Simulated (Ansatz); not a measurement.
C2H5NSi (`C#C[SiH2]N`) at its PBE0-D4/def2-TZVP geometry, where that method's forces vanish. The species carries charge 0 and has multiplicity 1.

```xyz
9

C     1.8484   -1.4939    0.4629
C     1.1047   -0.5705    0.2358
Si   -0.0439    0.8198   -0.1104
N    -1.6888    0.3816   -0.2982
H     2.5074   -2.3075    0.6636
H     0.4123    1.4518   -1.3709
H     0.0566    1.7565    1.0336
H    -2.2187    0.0839    0.5054
H    -1.9780   -0.1218   -1.1218
```

Problem. What forces (eV/Å) does PBE-D4/def2-TZVPP give on these atoms in Ansatz? (Estimate.)

Solution. Computed: 
```
C1   0.571 -0.716  0.175
C2  -0.607  0.804 -0.192
Si3  0.235 -0.038  0.040
N4  -0.083  0.217 -0.040
H5   0.130 -0.166  0.040
H6   0.044  0.078 -0.141
H7   0.005  0.112  0.124
H8  -0.187 -0.111  0.262
H9  -0.108 -0.179 -0.269
```
